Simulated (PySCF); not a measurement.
C₃H₆, SMILES C1CC1.

Geometry: PBE-D3(BJ)/def2-TZVP.

Method: PySCF 2.14.0 with PBE-D3(BJ)/def2-TZVP.

No scaling factor is applied to the harmonic values.

Modes within 1.5 cm⁻¹ of each other (mostly degenerate sets) share a row, with their intensities summed.

```json
[
 {"mode": "1–2", "ν (cm⁻¹)": "718", "IR (km/mol)": "0.0", "moving atoms (share of kinetic energy)": "H 98 %"},
 {"mode": "3", "ν (cm⁻¹)": "836", "IR (km/mol)": "0.7", "moving atoms (share of kinetic energy)": "H 96 %"},
 {"mode": "4–5", "ν (cm⁻¹)": "878", "IR (km/mol)": "36.4", "moving atoms (share of kinetic energy)": "C 78 %, H 22 %"},
 {"mode": "6–7", "ν (cm⁻¹)": "1008", "IR (km/mol)": "21.3", "moving atoms (share of kinetic energy)": "H 76 %, C 24 %"},
 {"mode": "8", "ν (cm⁻¹)": "1041", "IR (km/mol)": "0.0", "moving atoms (share of kinetic energy)": "H 68 %, C 32 %"},
 {"mode": "9", "ν (cm⁻¹)": "1114", "IR (km/mol)": "0.0", "moving atoms (share of kinetic energy)": "H 100 %"},
 {"mode": "10–11", "ν (cm⁻¹)": "1171", "IR (km/mol)": "0.0", "moving atoms (share of kinetic energy)": "H 67 %, C 33 %"},
 {"mode": "12", "ν (cm⁻¹)": "1197", "IR (km/mol)": "0.0", "moving atoms (share of kinetic energy)": "C 67 %, H 33 %"},
 {"mode": "13–14", "ν (cm⁻¹)": "1422", "IR (km/mol)": "3.0", "moving atoms (share of kinetic energy)": "H 92 %"},
 {"mode": "15", "ν (cm⁻¹)": "1466", "IR (km/mol)": "0.0", "moving atoms (share of kinetic energy)": "H 72 %, C 28 %"},
 {"mode": "16–17", "ν (cm⁻¹)": "3069", "IR (km/mol)": "50.5", "moving atoms (share of kinetic energy)": "H 96 %"},
 {"mode": "18", "ν (cm⁻¹)": "3075", "IR (km/mol)": "0.0", "moving atoms (share of kinetic energy)": "H 94 %"},
 {"mode": "19–20", "ν (cm⁻¹)": "3143", "IR (km/mol)": "0.0", "moving atoms (share of kinetic energy)": "H 89 %, C 11 %"},
 {"mode": "21", "ν (cm⁻¹)": "3165", "IR (km/mol)": "25.8", "moving atoms (share of kinetic energy)": "H 89 %, C 11 %"}
]
```
